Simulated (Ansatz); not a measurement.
C2H3FSi, SMILES `C=C[Si]F` (excited triplet; C–C–Si–F torsion 0°) (charge 0, multiplicity 3). This triplet is an excited state, 1.77 eV above the relaxed singlet at the level B3LYP/cc-pVTZ // PBE0-D3(BJ)/def2-TZVP (Ansatz, a first-principles code).

Cartesian coordinates (Å):
SMILES: [Si](C=C)F
```xyz
7

C     -0.9725     0.2241    -0.0319
C      0.0338    -0.5913     0.3432
Si     1.7841    -0.2948    -0.0097
F      2.1310     1.0415    -0.8287
H     -2.0011    -0.0166     0.2146
H     -0.8015     1.1394    -0.5861
H     -0.1739    -1.5023     0.8987
```
Charge 0, spin multiplicity 3.

Frozen-core energies in 6-31g from Ansatz at a geometry from PBE0-D3(BJ)/def2-TZVP; the HF reference has <S^2> = 2.20 and the T1 diagnostic is 0.033.

```json
[
 {"level": "HF", "energy (Ha)": "-465.69995"},
 {"level": "MP2", "energy (Ha)": "-466.01227"},
 {"level": "CCSD", "energy (Ha)": "-466.04830"},
 {"level": "CCSD(T)", "energy (Ha)": "-466.05661"}
]
```

Estimate the energies of CCSDT and CCSDT(Q), and give each level's difference from CCSDT(Q).


| level | energy (Ha) | difference from CCSDT(Q) (mHa) |
|---|---|---|
| MP2 | -466.01227 | 46.40 |
| CCSD | -466.04830 | 10.36 |
| CCSD(T) | -466.05661 | 2.05 |
| CCSDT | -466.05774 | 0.93 |
| CCSDT(Q) | -466.05866 | 0.00 |
